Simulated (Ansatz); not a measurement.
`[AlH2][CH2]Cl` + `N[SiH3]` → `N[SiH2]CCl` + `[AlH3]`  (formal exchange of groups at a C–Al bond)

Calculated with Ansatz (gas phase, PBE0-D4/def2-TZVP geometries, no zero-point term in ΔE). CCSD(T)/CBS is the MP2 limit (def2-TZVPP, def2-QZVPP) plus CCSD(T) − MP2 in def2-TZVPP, frozen cores. This one scheme is used for every species. DFT in def2-TZVPP. One conformer a species, not always the lowest.

(1) Is it downhill or uphill in electronic energy at CCSD(T)/CBS, and by how much? (Estimate.)

(2) What do these levels give: revPBE-D4, r2SCAN-D4, r2SCANh, BHLYP, HF/def2-SVP, CCSD/CBS(def2)? (An estimate is asked.)

Largest T1 diagnostic among the species: 0.010.

Results:

(1) Computed: Downhill: ΔE = -7.2 kJ/mol.

(2) Ansatz gave: revPBE-D4 -8.9, r2SCAN-D4 -6.6, r2SCANh -5.8, BHLYP -4.4, HF/def2-SVP -5.2, CCSD/CBS(def2) -6.7 kJ/mol.

Leaving LDA and LC-ωPBE aside and taking each functional with its dispersion term where it has one, the values, not all of them listed here, spread over 9.9 kJ/mol, from B97M-V to B2PLYP. LDA lies −5.3 kJ/mol from PBE without D4. The D4 term adds −5.4 kJ/mol with B3LYP and −3.1 kJ/mol with PBE0; it sums over pairs of atoms, weighted by their polarisabilities, and B3LYP, whose exchange is more repulsive, gets the larger term. From BLYP to BHLYP (50 % exact exchange), in def2-TZVPP and without D4, ΔE moves by −4.7 kJ/mol.

B3LYP here is the variant with VWN-RPA as its local correlation; programs differ in this.
